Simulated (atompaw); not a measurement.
Gd: variants of one PAW (atompaw) potential

Base potential:

| Item | Value |
| --- | --- |
| Element | Gd |
| Generator | atompaw 4.2.0.5 |
| Type | PAW |
| Functional | LDA (PW92) |
| Relativity | scalar-relativistic |
| Frozen core | [Xe] |
| Valence charge | 10 |
| Reference configuration | 4f7 5d1.5 6s1.5 6p0 |
| Partial waves | 6s (bound): rc 3.00 bohr; 6s channel at 1.25 Ry: rc 3.00 bohr; 6p (bound, empty): rc 3.00 bohr; 6p channel at 1.25 Ry: rc 3.00 bohr; 5d (bound): rc 2.20 bohr; 5d channel at 2.95 Ry: rc 2.20 bohr; 4f (bound): rc 1.45 bohr; 4f channel at 2.25 Ry: rc 1.45 bohr |
| Local potential | bessel scheme, radius 2.70 bohr |
| Core correction | smooth core density matched at 1.65 bohr |
| Augmentation charge | sinc compensation charge, radius 2.50 bohr; PAW radius 3.00 bohr; waves and projectors: custom rrkj vanderbiltortho |

All-electron outer shells of the reference configuration (LDA (PW92), scalar-relativistic, ld1.x):

```json
{"shell": "5s", "level (eV)": "-49.09", "outermost node (bohr)": "0.65", "outermost maximum (bohr)": "1.20"}
{"shell": "5p", "level (eV)": "-26.64", "outermost node (bohr)": "0.70", "outermost maximum (bohr)": "1.35"}
{"shell": "4f", "level (eV)": "-8.13", "outermost node (bohr)": "–", "outermost maximum (bohr)": "0.56"}
{"shell": "6s", "level (eV)": "-4.04", "outermost node (bohr)": "1.60", "outermost maximum (bohr)": "3.37"}
{"shell": "5d", "level (eV)": "-2.25", "outermost node (bohr)": "0.79", "outermost maximum (bohr)": "2.00"}
{"shell": "6p", "level (eV)": "-1.29", "outermost node (bohr)": "1.93", "outermost maximum (bohr)": "4.67"}
```

Cutoffs, loose and tight: the cutoffs (Ry, on a coarse ladder) from which the occupation-weighted sum of valence levels, in a spherical-Bessel basis at the reference potential, stays within 10 and 1 mRy of its value at 400 Ry. They see the waves, projectors and local potential, not the compensation charge or the core. A dash means not determined.

A true bound ghost makes a file unfit for plane-wave use even where its test errors are small: the radial tests pick states by their node count and pass the ghost by.

```tsv
change	outcome	cutoff, loose	cutoff, tight	bound ghosts
base	generated	70 Ry	110 Ry	p
wave 6p (bound): rc 3.00 bohr becomes 6p (bound): rc 2.38 bohr	failed: atompaw: The overlap operator has at least one negative eigenvalue!	–	–	–
wave 6s channel at 1.25 Ry: rc 3.00 bohr becomes 6s channel at 4.96 Ry: rc 3.00 bohr	generated	70 Ry	110 Ry	p
local potential bessel scheme, radius 2.54 bohr	generated	70 Ry	110 Ry	p
all radii scaled by about 1.24 (s 3.70, p 3.70, d 2.72, f 1.80 bohr); local potential bessel scheme, radius 3.34 bohr; augmentation sinc compensation charge, radius 3.10 bohr; PAW radius 3.70 bohr; waves and projectors: custom rrkj vanderbiltortho; core correction smooth core density matched at 2.04 bohr	generated	45 Ry	70 Ry	none
waves 6s (bound); 6s channel at 1.25 Ry; 6p (bound); 6p channel at 1.25 Ry; 5d (bound); 5d channel at 2.95 Ry; 4f (bound); 4f channel at 2.25 Ry; augmentation sinc compensation charge, radius 2.50 bohr; PAW radius 3.00 bohr; waves and projectors: bloechl	generated	30 Ry	35 Ry	p, s
core correction smooth core density matched at 2.88 bohr	generated	70 Ry	110 Ry	p
```

(1) What comes out with this change to the base: core [Kr], valence charge 28; reference 4d10 4f6.5 5s2 5p6 5d1.5 6s2 6p0; waves now 5s (bound): rc 1.70 bohr; 6s (bound): rc 2.45 bohr; 5p (bound): rc 1.65 bohr; 6p (bound): rc 3.00 bohr; 4d (bound): rc 0.80 bohr; 5d (bound): rc 3.00 bohr; 4f (bound): rc 0.85 bohr; 4f channel at 0.75 Ry: rc 0.85 bohr; local potential bessel scheme, radius 2.50 bohr; core correction smooth core density matched at 2.90 bohr; augmentation sinc compensation charge, radius 2.15 bohr; PAW radius 3.00 bohr; waves and projectors: custom rrkj vanderbiltortho?

(2) What comes out with this change to the base: wave 4f (bound): rc 1.45 bohr becomes 4f (bound): rc 1.76 bohr?

Answers

(1) outcome: generated; cutoff, loose: 300 Ry; cutoff, tight: over 300 Ry; bound ghosts: none.

(2) outcome: generated; cutoff, loose: 45 Ry; cutoff, tight: 70 Ry; bound ghosts: p.
